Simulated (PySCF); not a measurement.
C7H12O2 (SMILES C=CC(=O)OC(C)(C)C), singlet, at a GFN2-xTB geometry; M062X/STO-3G (PySCF).

Here is a job for PySCF.
```python
from pyscf import gto, scf, dft

mol = gto.M(
    atom='''
C     3.458922   -0.310802    0.071132
C     2.245508   -0.737188   -0.243785
C     1.039918    0.056053    0.102347
O     1.067109    1.116747    0.678664
O    -0.053732   -0.578984   -0.317277
C    -1.377096   -0.026427   -0.109645
C    -1.505257    1.317351   -0.826628
C    -1.658406    0.119266    1.385638
C    -2.315288   -1.059791   -0.734226
H     4.348399   -0.867631   -0.168851
H     3.583445    0.627255    0.587771
H     2.059860   -1.666739   -0.760049
H    -2.526385    1.679013   -0.744299
H    -0.835228    2.048298   -0.382462
H    -1.254300    1.204511   -1.879366
H    -1.515069   -0.835491    1.887499
H    -2.684103    0.445178    1.533978
H    -0.988171    0.851820    1.826835
H    -2.085667   -1.182019   -1.789484
H    -3.346750   -0.736508   -0.630553
H    -2.192857   -2.020563   -0.241113
''',
    basis='sto-3g',
    charge=0,
    spin=0,
    verbose=4,
)

mf = dft.RKS(mol)
mf.xc = 'm062x'
mf.kernel()
mf.analyze()
```

**Question.** Write the output that PySCF gives for this input, abridged.

**Answer.** 
```
PySCF version 2.14.0

[INPUT] verbose = 4
[INPUT] num. atoms = 21
[INPUT] num. electrons = 70
[INPUT] charge = 0
[INPUT] spin (= nelec alpha-beta = 2S) = 0
[INPUT] symmetry False subgroup None
[INPUT] Mole.unit = angstrom
[INPUT] Symbol           X                Y                Z      unit          X                Y                Z       unit  Magmom
[INPUT]  1 C      3.458922000000  -0.310802000000   0.071132000000 AA    6.536415266233  -0.587330658967   0.134419998693 Bohr   0.0
[INPUT]  2 C      2.245508000000  -0.737188000000  -0.243785000000 AA    4.243395130520  -1.393083422316  -0.460686883277 Bohr   0.0
[INPUT]  3 C      1.039918000000   0.056053000000   0.102347000000 AA    1.965160212005   0.105924818460   0.193407799671 Bohr   0.0
[INPUT]  4 O      1.067109000000   1.116747000000   0.678664000000 AA    2.016543755058   2.110345980430   1.282489090602 Bohr   0.0
[INPUT]  5 O     -0.053732000000  -0.578984000000  -0.317277000000 AA   -0.101538764125  -1.094121190505  -0.599566635624 Bohr   0.0
[INPUT]  6 C     -1.377096000000  -0.026427000000  -0.109645000000 AA   -2.602334287234  -0.049939792294  -0.207199020928 Bohr   0.0
[INPUT]  7 C     -1.505257000000   1.317351000000  -0.826628000000 AA   -2.844523477084   2.489432599922  -1.562100526897 Bohr   0.0
[INPUT]  8 C     -1.658406000000   0.119266000000   1.385638000000 AA   -3.133933143335   0.225380075972   2.618476327790 Bohr   0.0
[INPUT]  9 C     -2.315288000000  -1.059791000000  -0.734226000000 AA   -4.375260219492  -2.002714739279  -1.387486053535 Bohr   0.0
[INPUT] 10 H      4.348399000000  -0.867631000000  -0.168851000000 AA    8.217283190333  -1.639584967183  -0.319082145859 Bohr   0.0
[INPUT] 11 H      3.583445000000   0.627255000000   0.587771000000 AA    6.771729632442   1.185340160264   1.110726213962 Bohr   0.0
[INPUT] 12 H      2.059860000000  -1.666739000000  -0.760049000000 AA    3.892571254947  -3.149680231131  -1.436284451250 Bohr   0.0
[INPUT] 13 H     -2.526385000000   1.679013000000  -0.744299000000 AA   -4.774175735209   3.172874729584  -1.406521264788 Bohr   0.0
[INPUT] 14 H     -0.835228000000   2.048298000000  -0.382462000000 AA   -1.578352171568   3.870722241494  -0.722748433053 Bohr   0.0
[INPUT] 15 H     -1.254300000000   1.204511000000  -1.879366000000 AA   -2.370283478042   2.276195904026  -3.551487027819 Bohr   0.0
[INPUT] 16 H     -1.515069000000  -0.835491000000   1.887499000000 AA   -2.863065469819  -1.578849169539   3.566856170390 Bohr   0.0
[INPUT] 17 H     -2.684103000000   0.445178000000   1.533978000000 AA   -5.072219560123   0.841264496682   2.898798301108 Bohr   0.0
[INPUT] 18 H     -0.988171000000   0.851820000000   1.826835000000 AA   -1.867372554238   1.609706507427   3.452217824770 Bohr   0.0
[INPUT] 19 H     -2.085667000000  -1.182019000000  -1.789484000000 AA   -3.941339417043  -2.233692184032  -3.381634664291 Bohr   0.0
[INPUT] 20 H     -3.346750000000  -0.736508000000  -0.630553000000 AA   -6.324440907388  -1.391798408551  -1.191572477023 Bohr   0.0
[INPUT] 21 H     -2.192857000000  -2.020563000000  -0.241113000000 AA   -4.143899160335  -3.818310687430  -0.455637535072 Bohr   0.0

nuclear repulsion = 472.046052710209
number of shells = 39
number of NR pGTOs = 171
number of NR cGTOs = 57
basis = sto-3g
ecp = {}

******** <class 'pyscf.dft.rks.RKS'> ********
method = RKS
initial guess = minao
damping factor = 0
level_shift factor = 0
DIIS = <class 'pyscf.scf.diis.CDIIS'>
diis_start_cycle = 1
diis_space = 8
diis_damp = 0
SCF conv_tol = 1e-09
SCF conv_tol_grad = None
SCF max_cycles = 50
direct_scf = True
direct_scf_tol = 1e-13
XC library pyscf.dft.libxc version 7.1.2
    S. Lehtola, C. Steigemann, M. J. T. Oliveira, and M. A. L. Marques,  SoftwareX 7, 1–5 (2018)
XC functionals = m062x
    Y. Zhao and D. G. Truhlar,  Theor. Chem. Acc. 120, 215 (2008)
    Y. Zhao and D. G. Truhlar,  Theor. Chem. Acc. 120, 215 (2008)
radial grids:
    Treutler-Ahlrichs [JCP 102, 346 (1995); DOI:10.1063/1.469408] (M4) radial grids

becke partition: Becke, JCP 88, 2547 (1988); DOI:10.1063/1.454033
pruning grids: <function nwchem_prune>
grids dens level: 3
symmetrized grids: False
atomic radii adjust function: <function treutler_atomic_radii_adjust>
small_rho_cutoff = 0
Set gradient conv threshold to 3.16228e-05
Initial guess from minao.
tot grids = 244688
init E= -420.652752479904
  HOMO = -0.302622093426415  LUMO = -0.0429257995479374  gap/eV = 7.06670
cycle= 1 E= -418.784664116815  delta_E= 1.87  |g|= 0.771  |ddm|= 5.73
  HOMO = -0.0386633801478262  LUMO = 0.117391927966783  gap/eV = 4.24648
cycle= 2 E= -418.708987406273  delta_E= 0.0757  |g|= 1.05  |ddm|= 2.07
  HOMO = -0.192913218742803  LUMO = 0.120514540926963  gap/eV = 8.52880
cycle= 3 E= -418.978470183506  delta_E= -0.269  |g|= 0.21  |ddm|= 1.24
  HOMO = -0.202355662458083  LUMO = 0.121593808409558  gap/eV = 8.81511
cycle= 4 E= -418.990624215606  delta_E= -0.0122  |g|= 0.0513  |ddm|= 0.303
  HOMO = -0.216826150208001  LUMO = 0.118749895146422  gap/eV = 9.13149
cycle= 5 E= -418.991388208669  delta_E= -0.000764  |g|= 0.00968  |ddm|= 0.071
  HOMO = -0.217859780934937  LUMO = 0.119798351345693  gap/eV = 9.18815
cycle= 6 E= -418.991414363572  delta_E= -2.62e-05  |g|= 0.00424  |ddm|= 0.0167
  HOMO = -0.21721627499882  LUMO = 0.120017105640743  gap/eV = 9.17659
cycle= 7 E= -418.991420437421  delta_E= -6.07e-06  |g|= 0.00137  |ddm|= 0.00692
  HOMO = -0.217364431628574  LUMO = 0.119897559304031  gap/eV = 9.17737
cycle= 8 E= -418.991421038723  delta_E= -6.01e-07  |g|= 0.000421  |ddm|= 0.00213
  HOMO = -0.217509525882435  LUMO = 0.119854088045563  gap/eV = 9.18013
cycle= 9 E= -418.99142109588  delta_E= -5.72e-08  |g|= 9.22e-05  |ddm|= 0.000714
  HOMO = -0.217532198651456  LUMO = 0.119862693575306  gap/eV = 9.18098
cycle= 10 E= -418.99142109862  delta_E= -2.74e-09  |g|= 1.63e-05  |ddm|= 0.000164
  HOMO = -0.217526917154568  LUMO = 0.119863996734924  gap/eV = 9.18087
cycle= 11 E= -418.991421098733  delta_E= -1.13e-10  |g|= 3.88e-06  |ddm|= 3.29e-05
  HOMO = -0.217527792286511  LUMO = 0.11986266239187  gap/eV = 9.18086
Extra cycle  E= -418.991421098735  delta_E= -2.61e-12  |g|= 2.1e-06  |ddm|= 9.11e-06
converged SCF energy = -418.991421098735
**** SCF Summaries ****
Total Energy =                        -418.991421098735429
Nuclear Repulsion Energy =             472.046052710208585
One-electron Energy =                -1507.302190549319448
Two-electron Energy =                  616.264716740375434
Two-electron Coulomb Energy =          676.059310336283261
DFT Exchange-Correlation Energy =      -59.794593595907870
HOMO-LUMO gap [eV] =                     9.180861901716723
**** MO energy ****
MO #1   energy= -19.4161259357493  occ= 2
MO #2   energy= -19.3527386729783  occ= 2
MO #3   energy= -10.4867868893172  occ= 2
MO #4   energy= -10.4531834617108  occ= 2
MO #5   energy= -10.3816865842809  occ= 2
MO #6   energy= -10.3771661139697  occ= 2
MO #7   energy= -10.377092940111   occ= 2
MO #8   energy= -10.3743538327879  occ= 2
MO #9   energy= -10.373724264866   occ= 2
MO #10  energy= -1.15897251891122  occ= 2
MO #11  energy= -1.06540869817646  occ= 2
MO #12  energy= -0.873511006780909 occ= 2
MO #13  energy= -0.828784081435749 occ= 2
MO #14  energy= -0.753476538998286 occ= 2
MO #15  energy= -0.752752477591294 occ= 2
MO #16  energy= -0.690252113875148 occ= 2
MO #17  energy= -0.609632759601385 occ= 2
MO #18  energy= -0.547634396482043 occ= 2
MO #19  energy= -0.531040728286638 occ= 2
MO #20  energy= -0.493796528484013 occ= 2
MO #21  energy= -0.492318400158402 occ= 2
MO #22  energy= -0.460828483520212 occ= 2
MO #23  energy= -0.455805706826094 occ= 2
MO #24  energy= -0.454776234786461 occ= 2
MO #25  energy= -0.4309839701567   occ= 2
MO #26  energy= -0.415370129941505 occ= 2
MO #27  energy= -0.412575855284562 occ= 2
MO #28  energy= -0.404664135561081 occ= 2
MO #29  energy= -0.394840021606869 occ= 2
MO #30  energy= -0.367268120656026 occ= 2
MO #31  energy= -0.364421404465254 occ= 2
MO #32  energy= -0.296626630118187 occ= 2
MO #33  energy= -0.273741697051343 occ= 2
MO #34  energy= -0.234297042740805 occ= 2
MO #35  energy= -0.217527792286511 occ= 2
MO #36  energy= 0.11986266239187   occ= 0
MO #37  energy= 0.2634497724723    occ= 0
MO #38  energy= 0.323005047847459  occ= 0
MO #39  energy= 0.422487261571523  occ= 0
MO #40  energy= 0.437694400806557  occ= 0
MO #41  energy= 0.450447396510728  occ= 0
MO #42  energy= 0.482671206275235  occ= 0
MO #43  energy= 0.507078260464287  occ= 0
 ** Mulliken pop on meta-lowdin orthogonal AOs  **
 ** Mulliken pop  **
 ** Mulliken atomic charges  **
charge of    0C =     -0.08094
charge of    1C =     -0.07560
charge of    2C =      0.16843
charge of    3O =     -0.19740
charge of    4O =     -0.14183
charge of    5C =      0.13705
charge of    6C =     -0.14885
charge of    7C =     -0.14885
charge of    8C =     -0.13833
charge of    9H =      0.05389
charge of   10H =      0.05985
charge of   11H =      0.05485
charge of   12H =      0.04880
charge of   13H =      0.05810
charge of   14H =      0.04767
charge of   15H =      0.04768
charge of   16H =      0.04880
charge of   17H =      0.05809
charge of   18H =      0.05003
charge of   19H =      0.04850
charge of   20H =      0.05006
Dipole moment(X, Y, Z, Debye): -0.84863, -0.73866, -0.45871
```
